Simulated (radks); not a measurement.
Task: Ag0.75+, configuration [Kr] 5s(up 0.5, down 0.5) 4d(up 4.75, down 4.5) (fractional occupations, a model configuration). Method: scalar-relativistic Kohn-Sham, r2SCAN, spin-polarised, spherical densities, finite nucleus; meta-GGA in the generalised Kohn-Sham scheme; Fermi nuclear charge, rms radius 4.5454 fm; computed with a radial shooting solver on a logarithmic mesh with Libxc functionals. Some entries of the table are withheld. Estimate them.

| orbital | occ. | eigenvalue (hartree) | <1/r> (bohr^-1) | <r^2> (bohr^2) |
|---|---|---|---|---|
| 1s down | 1 | -933.0298 | 49.43 | 0.001309 |
| 1s up | 1 | -933.0297 | 49.43 | 0.001309 |
| 2s up | 1 | -138.1961 | 11.25 | 0.02145 |
| 2s down | 1 | -138.1935 | 11.25 | 0.02145 |
| 2p up | 3 | -123.8885 | 10.85 | 0.01692 |
| 2p down | 3 | -123.8866 | 10.85 | 0.01692 |
| 3s up | 1 | -25.83708 | 3.957 | 0.1546 |
| 3s down | 1 | -25.83648 | 3.957 | 0.1546 |
| 3p up | 3 | -21.09977 | 3.763 | 0.1564 |
| 3p down | 3 | -21.09889 | 3.763 | 0.1564 |
| 3d up | 5 | -13.64787 | 3.529 | 0.1424 |
| 3d down | 5 | -13.64597 | 3.529 | 0.1424 |
| 4s up | 1 | -3.94182 | 1.505 | (1) |
| 4s down | 1 | -3.93297 | 1.505 | (2) |
| 4p up | 3 | -2.56540 | 1.354 | 1.145 |
| 4p down | 3 | -2.55621 | 1.354 | 1.144 |
| 4d up | 4.75 | -0.60765 | 1.004 | 2.197 |
| 4d down | 4.5 | -0.59903 | 1.003 | 2.209 |
| 5s up | 0.5 | -0.38213 | 0.4581 | 8.892 |
| 5s down | 0.5 | -0.37976 | 0.4559 | 8.961 |

Result: 
(1) 4s up <r^2> (bohr^2): 0.9453
(2) 4s down <r^2> (bohr^2): 0.9450
